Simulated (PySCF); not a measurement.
AlH₃, SMILES [AlH3].

The structure is a stationary point at B3LYP-D3(BJ)/def2-TZVPD. The isomer is the one that the SMILES or the coordinates give; other isomers of the formula were not compared.

Two levels are set side by side: PBE/def2-TZVPD (PySCF) and r2SCAN/def2-TZVPD (PySCF). Same geometry, gas phase. Differences are taken from unrounded values.

```tsv
quantity	r2SCAN	PBE	PBE minus r2SCAN
orbital gap (eV)	5.49	4.78	-0.72
highest occupied level (eV)	-7.62	-7.31	0.31
lowest empty level (eV)	-2.13	-2.53	-0.41
mean polarisability (bohr³)	32.6	34.0	1.4
```

Rough cost on one machine, each run with all the roots and properties that it gave: r2SCAN against PBE about 4 times.
